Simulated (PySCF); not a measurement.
## Electron correlation in Zr(3+) (zirconium, charge +3)

[Kr] 4d1, 2D determinant. All numbers are calculated (PySCF 2.14, scalar relativity by spin-free X2C-1e, in x2c-TZVPPall (8s6p6d2f1g, 79 functions)). Frozen: [Ar] 3d10; 9 electrons correlated.

```tsv
level	correlation energy (mhartree)
CCSD	-201.23
(T)	-3.64
CCSD(T)	-204.87
```

Diagnostics: T1 = 0.0029, D1 = 0.0071, largest double amplitude 0.032.

Cost of the coupled-cluster step: of the order of 9 core-seconds, for 9 correlated electrons.

This basis was not built for core-valence correlation, so the inner-shell part is incomplete.
